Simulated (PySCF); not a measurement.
**SMILES O=CC#CC=C(C)C, C7H8O**

Geometry:
```
atom   x (Å)   y (Å)   z (Å)
  C1  -2.134   1.278   0.694
  C2  -0.955   0.440   0.324
  C3  -0.988  -0.977   0.789
  C4   0.066   0.945  -0.387
  C5   1.191   0.205  -0.768
  C6   2.185  -0.391  -1.125
  C7   3.330  -1.120  -1.526
  O8   3.538  -2.289  -1.303
  H9  -2.020   2.305   0.355
 H10  -2.271   1.279   1.775
 H11  -3.040   0.863   0.253
 H12  -1.883  -1.474   0.414
 H13  -0.111  -1.523   0.453
 H14  -1.029  -1.012   1.878
 H15   0.056   1.980  -0.705
 H16   4.058  -0.499  -2.091
```

The calculation used GIAO PBE0/pcSseg-1 magnetisability, rotational g tensor and spin-rotation constants, non-relativistic, gas phase in PySCF. Geometry: GFN2-xTB.

Question: What are the magnetisability and the molar susceptibility?

Answer: Isotropic -1036 × 10⁻³⁰ J/T², or -62.4 × 10⁻⁶ cm³/mol; principal values -1238, -1027, -845 × 10⁻³⁰ J/T², anisotropy 341 × 10⁻³⁰ J/T² (root of half the summed squared differences of the principal values). The susceptibility is in cgs units.

Question: Split it along the inertial axes a, b, c into diamagnetic and paramagnetic parts about the centre of mass, with the quadrupole moment.

Answer: 
```
axis  χ (10⁻⁶ cm³/mol)  diamagnetic (10⁻⁶ cm³/mol)  paramagnetic (10⁻⁶ cm³/mol)  summed x² of all electrons (Å²)  quadrupole Θ (D Å)
   a             -61.3                      -295.3                        234.0                            356.8               -1.77
   b             -51.4                     -1570.1                       1518.6                             56.4               +2.65
   c             -74.5                     -1753.0                       1678.4                             13.2               -0.88
```
Anisotropies 2χaa − χbb − χcc = +3.3 and 2χbb − χaa − χcc = +33.0 × 10⁻⁶ cm³/mol. Θ is traceless in Buckingham's convention.

Question: And the rotational g tensor?

Answer: 
| axis | rotational constant (GHz) | g | nuclear part | electronic part |
| --- | --- | --- | --- | --- |
| a | 6.4278 | -0.0690 | 0.6377 | -0.7067 |
| b | 0.8025 | -0.0133 | 0.5593 | -0.5726 |
| c | 0.7198 | -0.0034 | 0.5641 | -0.5676 |

Asymmetric top; isotopes 12C, 1H, 16O; no vibrational averaging.
